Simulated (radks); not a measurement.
Radial electron density D(r) = 4 pi r^2 rho(r) of an atom or ion with 27 electrons. All-electron calculation, scalar-relativistic Kohn-Sham, LDA (Slater exchange, Perdew-Wang correlation), spin-polarised, spherical densities, point nucleus. Program: a radial shooting solver on a logarithmic mesh with Libxc functionals.

r (bohr),D(r) (e/bohr),spin D(r)
0.0022,1.017,-0.0000140
0.00282,1.593,-0.0000219
0.003585,2.436,-0.0000334
0.004557,3.680,-0.0000504
0.005793,5.476,-0.0000749
0.007423,8.091,-0.000110
0.009437,11.51,-0.000157
0.012,15.88,-0.000215
0.01537,21.23,-0.000285
0.01954,26.73,-0.000357
0.02484,31.63,-0.000418
0.03158,34.73,-0.000449
0.04047,34.98,-0.000410
0.05145,32.46,-0.000181
0.06541,29.13,0.000702
0.08382,28.21,0.00398
0.1066,31.82,0.0140
0.1355,37.73,0.0413
0.1722,40.04,0.105
0.2207,34.18,0.238
0.2805,24.00,0.451
0.3566,17.98,0.730
0.457,19.58,0.999
0.5809,22.42,1.11
0.7385,20.05,1.01
0.9388,13.39,0.750
1.203,6.776,0.452
1.529,2.886,0.224
1.944,1.048,0.0849
2.491,0.2932,0.0212
3.167,0.06006,0.00326

What is the nuclear charge?

Answer. Z = 29. The innermost maximum, from 1s, lies near gamma/Z bohr with gamma = sqrt(1 - (Z/c)^2) = 0.977, here 0.0337 bohr (found: 0.0365), and its height grows with Z. The density is that of the copper ion Cu2+ in [Ar] 3d9; the configuration itself is not fixed sharply by these data, and Z only to about a unit. D(r) has 3 maxima, at r = 0.0365, 0.165, 0.600 bohr, and minima at 0.0780, 0.377 bohr, inside which lie 2.09, 10.85 electrons.
